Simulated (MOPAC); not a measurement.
MOPAC input (AM1):

```
AM1 1SCF UHF MS=0.5 GEO-OK AUX(PRECISION=9) THREADS=1
H9OSi4

O    -0.31920100 1    0.08444200 1   -2.01001800 1
Si   -0.04228400 1   -0.01092900 1   -0.36327900 1
Si    1.63982300 1   -1.50980800 1    0.25237600 1
Si   -1.96650600 1   -0.67728900 1    0.81466900 1
Si    0.63202600 1    2.13064600 1    0.30385100 1
H    -0.53042900 1   -0.73035600 1   -2.47465700 1
H     2.95551300 1   -1.33489300 1   -0.41622300 1
H     1.26859500 1   -2.94979100 1    0.23867000 1
H    -2.42144900 1   -2.01281600 1    0.34949000 1
H    -3.07614700 1    0.28752400 1    0.61615800 1
H    -1.65762700 1   -0.76253200 1    2.26339600 1
H    -0.34994400 1    3.15323300 1   -0.13090000 1
H     1.96253600 1    2.46860800 1   -0.25730400 1
H     0.71973200 1    2.14880300 1    1.78487200 1
```

From the output:

```
                                                       MOPAC v23.2.5 Linux

          FINAL HEAT OF FORMATION =         -2.24709 KCAL/MOL =      -9.40181 KJ/MOL

          COSMO AREA              =        189.80 SQUARE ANGSTROMS
          COSMO VOLUME            =        206.10 CUBIC ANGSTROMS

          IONIZATION POTENTIAL    =          9.345758 EV
          ALPHA SOMO LUMO (EV)    =         -9.346 -1.345
          BETA  SOMO LUMO (EV)    =         -9.846 -1.470
          NO. OF ALPHA ELECTRONS  =         16
          NO. OF BETA  ELECTRONS  =         15
          MOLECULAR WEIGHT        =        137.4125         POINT GROUP:  C1

          MOLECULAR DIMENSIONS (Angstroms)

            Atom       Atom       Distance
            H    10    H     7     6.33080
            H    12    H     8     5.54310
            H    14    H     6     4.71526

          SCF CALCULATIONS        =          1

   ATOM   CHEMICAL          X               Y               Z
  NUMBER   SYMBOL      (ANGSTROMS)     (ANGSTROMS)     (ANGSTROMS)

     1       O         -0.31920100  *   0.08444200  *  -2.01001800  *
     2      Si         -0.04228400  *  -0.01092900  *  -0.36327900  *
     3      Si          1.63982300  *  -1.50980800  *   0.25237600  *
     4      Si         -1.96650600  *  -0.67728900  *   0.81466900  *
     5      Si          0.63202600  *   2.13064600  *   0.30385100  *
     6       H         -0.53042900  *  -0.73035600  *  -2.47465700  *
     7       H          2.95551300  *  -1.33489300  *  -0.41622300  *
     8       H          1.26859500  *  -2.94979100  *   0.23867000  *
     9       H         -2.42144900  *  -2.01281600  *   0.34949000  *
    10       H         -3.07614700  *   0.28752400  *   0.61615800  *
    11       H         -1.65762700  *  -0.76253200  *   2.26339600  *
    12       H         -0.34994400  *   3.15323300  *  -0.13090000  *
    13       H          1.96253600  *   2.46860800  *  -0.25730400  *
    14       H          0.71973200  *   2.14880300  *   1.78487200  *

                             CARTESIAN COORDINATES

   1    O       -0.319201000     0.084442000    -2.010018000
   2   Si       -0.042284000    -0.010929000    -0.363279000
   3   Si        1.639823000    -1.509808000     0.252376000
   4   Si       -1.966506000    -0.677289000     0.814669000
   5   Si        0.632026000     2.130646000     0.303851000
   6    H       -0.530429000    -0.730356000    -2.474657000
   7    H        2.955513000    -1.334893000    -0.416223000
   8    H        1.268595000    -2.949791000     0.238670000
   9    H       -2.421449000    -2.012816000     0.349490000
  10    H       -3.076147000     0.287524000     0.616158000
  11    H       -1.657627000    -0.762532000     2.263396000
  12    H       -0.349944000     3.153233000    -0.130900000
  13    H        1.962536000     2.468608000    -0.257304000
  14    H        0.719732000     2.148803000     1.784872000

           Empirical Formula: H9 O Si4  =    14 atoms

      MOLECULAR POINT GROUP   :   C1

          ALPHA EIGENVALUES
 -36.45417 -18.79416 -15.98875 -15.76761 -15.50714 -14.55901 -13.93436 -13.05863
 -12.69680 -12.54228 -12.29714 -12.16634 -12.03187 -10.41707 -10.03487  -9.34576
  -1.34533  -1.17606  -1.03763   1.00817   1.30757   1.31832   1.35717   1.39046
   1.46641   1.76246   1.98544   2.11272   5.31151

           BETA EIGENVALUES
 -36.45192 -18.81241 -15.98816 -15.75586 -15.34259 -14.42195 -13.87540 -13.06043
 -12.65992 -12.55155 -12.29660 -12.15075 -12.00085 -10.26536  -9.84599  -1.46964
  -1.29307  -1.14032  -0.69208   0.97679   1.32061   1.34744   1.36782   1.46133
   1.52876   1.99192   2.11851   2.17462   5.29094

              NET ATOMIC CHARGES AND DIPOLE CONTRIBUTIONS

  ATOM NO.   TYPE          CHARGE      No. of ELECS.   s-Pop       p-Pop
    1          O          -0.526703        6.5267     1.84137     4.68534
    2         Si           0.437985        3.5620     0.91243     2.64958
    3         Si           0.099410        3.9006     0.99441     2.90618
    4         Si           0.187966        3.8120     0.91876     2.89328
    5         Si           0.328768        3.6712     0.89921     2.77202
    6          H           0.233242        0.7668     0.76676
    7          H          -0.089771        1.0898     1.08977
    8          H          -0.093729        1.0937     1.09373
    9          H          -0.095982        1.0960     1.09598
   10          H          -0.089471        1.0895     1.08947
   11          H          -0.092904        1.0929     1.09290
   12          H          -0.094954        1.0950     1.09495
   13          H          -0.097307        1.0973     1.09731
   14          H          -0.106548        1.1065     1.10655
 DIPOLE           X         Y         Z       TOTAL
 POINT-CHG.     0.336     0.334     0.787     0.919
 HYBRID        -0.334    -1.059    -0.845     1.395
 SUM            0.003    -0.725    -0.058     0.728

          ATOMIC ORBITAL ELECTRON POPULATIONS

     Atom    s        px        py        pz
    1  O   1.84137   1.88282   1.41581   1.38670
    2 Si   0.91243   0.92524   1.00229   0.72205
    3 Si   0.99441   0.98254   0.97012   0.95352
    4 Si   0.91876   1.00970   0.92967   0.95391
    5 Si   0.89921   0.91662   0.95520   0.90020
    6  H   0.76676
    7  H   1.08977
    8  H   1.09373
    9  H   1.09598
   10  H   1.08947
   11  H   1.09290
   12  H   1.09495
   13  H   1.09731
   14  H   1.10655

                    (SZ)    =    0.500000
                    (S**2)  =    0.817572

          ATOMIC ORBITAL SPIN POPULATIONS

    Atom   Total    s     px     py     pz
         Atomic
    1  O -0.0013 -0.002 -0.015  0.003  0.012
    2 Si -0.2694 -0.051 -0.100 -0.089 -0.028
    3 Si  1.3772  0.251  0.157  0.155  0.814
    4 Si  0.0475  0.011  0.020  0.006  0.010
    5 Si  0.0503  0.011  0.006  0.027  0.006
    6  H -0.0027 -0.003
    7  H -0.0884 -0.088
    8  H -0.0889 -0.089
    9  H -0.0033 -0.003
   10  H -0.0058 -0.006
   11  H -0.0030 -0.003
   12  H -0.0055 -0.005
   13  H -0.0037 -0.004
   14  H -0.0030 -0.003

 **********************
 *                    *
 * JOB ENDED NORMALLY *
 *                    *
 **********************

 == MOPAC DONE ==
```

The geometry given is a B3LYP-D3(BJ)/def2-TZVP minimum.
